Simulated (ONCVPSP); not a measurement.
## Cutoff test, barium (Ba), ONCV

- Element: Ba
- Generator: ONCVPSP 4.0.1
- Type: optimised norm-conserving Vanderbilt (ONCV)
- Functional: PBEsol
- Relativity: scalar-relativistic
- Frozen core: [Kr] 4d10
- Valence charge: 10
- Reference configuration: 5s2 5p6 6s2
- Partial waves: 5s+6s: rc 2.85 bohr, ncon 3, nbas 7, qcut 3.8 1/bohr, 3 projectors, debl 2.7 Ha; 5p: rc 3.00 bohr, ncon 5, nbas 9, qcut 4.1 1/bohr, 2 projectors, debl 3.3 Ha; d scattering state at 0.24 Ha: rc 2.75 bohr, ncon 4, nbas 9, qcut 3.7 1/bohr, 2 projectors, debl 2.8 Ha
- Local potential: polynomial inside 2.70 bohr (lpopt 5, dvloc0 0 Ha)
- Core correction: Teter function fitted to the true core (icmod 2), fcfact 0.55

In the d channel the program set the typed energies aside and used 0.050, 2.850 Ha.

For each optimised wave give the share of its norm inside rc, the residual kinetic energy above qcut (Ha) and the cutoffs (Ha) for errors of 10, 1, 0.1 and 0.01 mHa per electron.

```tsv
wave	norm inside rc	residual KE	10 mHa	1 mHa	0.1 mHa	0.01 mHa
5s	0.972	4.3e-06	1.7	3.5	5.5	7.1
6s	0.089	1.1e-05	1.4	3.5	5.9	7.7
s projector 3	0.176	2.5e-03	6.5	7.8	25.6	32.4
5p	0.932	9.0e-06	3.3	4.3	5.4	8.5
p projector 2	0.196	1.6e-04	5.5	7.2	10.0	32.4
d projector 1	0.078	4.9e-06	2.4	4.0	5.3	6.7
d projector 2	0.187	7.5e-04	5.8	7.0	12.0	20.9
```

The occupied waves need 4.3 Ha and 5.9 Ha for 1 and 0.1 mHa.
